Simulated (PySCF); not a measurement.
SMILES Br[B]Br (BBr2), doublet, B3LYP/def2-SVP optimised geometry. Atoms within 1.6 Å of the plane z = 0.0 Å (x, y, z in Å): Br1 (1.51, -0.76, 0.00), B2 (-0.38, -0.76, 0.00), Br3 (-1.51, 0.76, 0.00).

Level of theory: unrestricted B3LYP/def2-TZVP (PySCF). Cells within 0.4 Å of a nucleus heavier than hydrogen are left out (blank, or x).

Map of the deformation density (molecule minus spherical neutral atoms) (e/bohr³) on the plane z = 0.0 Å:

```
|11111111111111111111111111111|
|11111111111111111111111111111|
|11111111111111111111111111111|
|11111111111111111111111111111|
|11111111111111111111111111111|
|11111111111111111111111111111|
|11111111111111111111111111111|
|11111100011111111111111111111|
|11111000012111111111111111111|
|11110000134211111111111111111|
|111110123x4311111111111111111|
|11111134xxx211111111111111111|
|11111245xx1121101111111111111|
|11111134211442101112211111111|
|11111111115762111113421111111|
|11111111125773234223431001111|
|111111111236xx67631xx30001111|
|111111111126xxx872xxx30001111|
|1111111111369x55411x341001111|
|11111111112454222114531001111|
|11111111112232111112221111111|
|11111111111221111111111111111|
|11111111111111111111111111111|
|11111111111111111111111111111|
|11111111111111111111111111111|
|11111111111111111111111111111|
|11111111111111111111111111111|
|11111111111111111111111111111|
|11111111111111111111111111111|
```
Scale: ten equal steps from -0.008 (start of '0') to 0.049 (end of '9'), in the order '0123456789'; x runs from -4.00 to 4.00, y from -4.00 (bottom) to 4.00 (top).
